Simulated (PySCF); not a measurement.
Compound: [PtCl6]2- (charge -2 and singlet state).
Cartesian coordinates in Å at the PBE0-D3(BJ)/def2-SVP level; atoms count from 1:
```
atom  x, y, z in Å
Pt1    0.0129   -0.0148   -0.0095
Cl2   -0.0037   -0.0290    2.3505
Cl3    0.0265   -0.0015   -2.3693
Cl4    2.3731    0.0134    0.0032
Cl5   -2.3473   -0.0402   -0.0255
Cl6   -0.0022    2.3455   -0.0010
Cl7    0.0326   -2.3754   -0.0169
```

Method used: PBE0-D3(BJ)/def2-SVP geometry optimisation, gas phase, def2 core potentials past Kr in PySCF.

Question: Which atoms are bound to Pt1, and at what distances?

Answer: 6 atoms: Cl3 2.360 Å, Cl2 2.360 Å, Cl6 2.360 Å, Cl4 2.360 Å, Cl5 2.360 Å, Cl7 2.361 Å.

Question: List the angles at Pt1.

Answer: 
| angle | degrees | distance of the outer atoms (Å) |
| --- | --- | --- |
| Cl2–Pt1–Cl3 | 179.9 | 4.72 |
| Cl4–Pt1–Cl5 | 179.9 | 4.72 |
| Cl6–Pt1–Cl7 | 179.9 | 4.72 |
| Cl5–Pt1–Cl6 | 90.3 | 3.35 |
| Cl4–Pt1–Cl7 | 90.2 | 3.34 |
| Cl3–Pt1–Cl7 | 90.1 | 3.34 |
| Cl2–Pt1–Cl6 | 90.1 | 3.34 |
| Cl2–Pt1–Cl4 | 90.1 | 3.34 |
| Cl2–Pt1–Cl5 | 90.0 | 3.34 |
| Cl3–Pt1–Cl4 | 90.0 | 3.34 |
| Cl3–Pt1–Cl5 | 89.9 | 3.34 |
| Cl3–Pt1–Cl6 | 89.9 | 3.33 |
| Cl5–Pt1–Cl7 | 89.9 | 3.33 |
| Cl2–Pt1–Cl7 | 89.8 | 3.33 |
| Cl4–Pt1–Cl6 | 89.7 | 3.33 |

Question: What is the shape at Pt1?

Answer: Octahedral: the three widest angles are 179.9°, 179.9° and 179.9°, the others run from 89.7° to 90.3°.

Question: What are the rotational constants (commonest isotopes, rigid rotor)?

Answer: A = 650.1, B = 648.4, C = 647.1 MHz: a spherical top.

Point group: Oh (every atom within 0.08 Å of its image). Charge -2, singlet. Whether so highly charged an anion holds all its electrons in the gas phase wasn't checked; a finite basis holds them in any case. No counter-ion or solvent screens the charge of this multiply charged ion. The geometry's basis has no diffuse functions, a weakness for an anion. Stationary, but not proved a minimum.
